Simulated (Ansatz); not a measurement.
Consider the redistribution: `C[NH][GeH2][F]` + `[SiH3][SiH2]BS` → `[F][GeH2][SiH2][SiH3]` + `CNBS`.

Gas-phase electronic energies from Ansatz, PBE0-D4/def2-TZVP geometries. CCSD(T)/CBS is the MP2 limit (def2-TZVPP, def2-QZVPP) plus CCSD(T) − MP2 in def2-TZVPP, frozen cores. DFT in def2-TZVPP. B3LYP here is the variant with VWN-RPA as its local correlation; programs differ in this. For Ge outer-core shells are correlated without core-valence functions, which leaves a few kJ/mol of doubt a bond. Scalar relativity is left out up to krypton. One conformer a species, not always the lowest.

`C[NH][GeH2][F]`:

Cartesian coordinates in Å:
```
C 1.275 0.609 -0.187
N -0.167 0.699 -0.060
Ge -1.179 -0.731 0.375
F -1.170 -1.938 -0.898
H 1.611 0.213 -1.153
H 1.733 1.591 -0.041
H 1.670 -0.047 0.593
H -0.583 1.339 -0.720
H -0.551 -1.439 1.580
H -2.640 -0.296 0.510
```

`[SiH3][SiH2]BS`:

Z-matrix (Å, degrees):
```
Si
Si 1 2.345
H 1 1.488 2 111.0
H 1 1.488 2 110.2 3 -120.5
H 1 1.488 2 109.8 3 120.1
B 2 1.998 1 107.8 3 179.3
H 2 1.490 1 108.3 3 57.5
H 2 1.493 1 108.2 3 -59.9
S 6 1.764 2 123.8 1 99.3
H 6 1.195 2 122.5 1 -77.0
H 9 1.347 6 100.1 2 3.7
```

`[F][GeH2][SiH2][SiH3]`:

Z-matrix (Å, degrees):
```
Ge
Si 1 2.385
F 1 1.754 2 105.5
H 1 1.540 2 113.7 3 114.7
H 1 1.539 2 115.9 3 -116.0
Si 2 2.338 1 108.7 3 -42.0
H 2 1.490 1 107.8 3 -162.6
H 2 1.488 1 109.2 3 79.6
H 6 1.487 2 109.1 1 -54.6
H 6 1.487 2 110.3 1 -174.3
H 6 1.485 2 109.6 1 65.2
```

`CNBS`:

```xyz
10

C     0.629   -0.279   -1.402
N    -0.221    0.325   -0.405
B    -0.242    0.005    0.947
S    -1.385    0.872    2.066
H     0.045   -0.772   -2.186
H     1.282    0.460   -1.878
H     1.259   -1.031   -0.926
H    -0.839    1.036   -0.765
H     0.490   -0.838    1.370
H    -1.018    0.223    3.179
```

```
             level  ΔE (kJ/mol)  difference from CCSD(T)/CBS
         r2SCAN-D4       -123.2                         -6.4
           PBE0-D4       -125.2                         -8.4
          B3LYP-D4       -125.2                         -8.4
           ωB97X-V       -120.2                         -3.4
           ωB97M-V       -123.7                         -6.9
               PBE       -125.3                         -8.5
            r2SCAN       -123.6                         -6.8
             B3LYP       -127.2                        -10.4
     HF/def2-TZVPP       -122.3                         -5.5
    MP2/def2-TZVPP       -115.8                          1.0
SCS-MP2/def2-TZVPP       -115.3                          1.5
   CCSD/def2-TZVPP       -117.3                         -0.5
CCSD(T)/def2-TZVPP       -115.5                          1.3
     HF/def2-QZVPP       -122.2                         -5.4
      HF/CBS(def2)       -122.1                         -5.3
    CCSD/CBS(def2)       -118.6                         -1.8
       CCSD(T)/CBS       -116.8                            0
```

Largest T1 diagnostic among the species: 0.016.

In def2-TZVPP, CCSD(T) changes the Hartree–Fock value by +6.7 kJ/mol (the triples alone add +1.8 kJ/mol) and MP2 by +6.4 kJ/mol.
